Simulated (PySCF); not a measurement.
# Radial density of Zr (zirconium, neutral)

r2SCAN0, [Kr] 4d2 5s1 5p1, one real determinant (an excited configuration). Computed with PySCF 2.14 in x2c-TZVPPall with one added diffuse shell each of s, p, d, f type (9s7p7d3f1g, 95 functions), with scalar relativity by spin-free X2C-1e.

| r (bohr) | 4πr²ρ (e/bohr) | 4πr²(ρα − ρβ) |
| --- | --- | --- |
| 0.0393 | 45.25 | 0.0007 |
| 0.0661 | 45.06 | 0.0061 |
| 0.111 | 61.56 | 0.0379 |
| 0.187 | 42.61 | 0.1163 |
| 0.315 | 43.39 | 0.2064 |
| 0.529 | 30.53 | 0.0097 |
| 0.891 | 9.579 | 0.3917 |
| 1.50 | 6.635 | 0.9836 |
| 2.52 | 1.529 | 1.0235 |
| 4.24 | 0.5973 | 0.5952 |
| 7.13 | 0.09171 | 0.0917 |
| 12.0 | 0.001655 | 0.0017 |

Densities and radii are taken from the X2C orbitals without a picture-change correction, which distorts them close to the nucleus.

⟨L²⟩ = 13.98 against 20 for a pure G term, so this real determinant mixes terms.
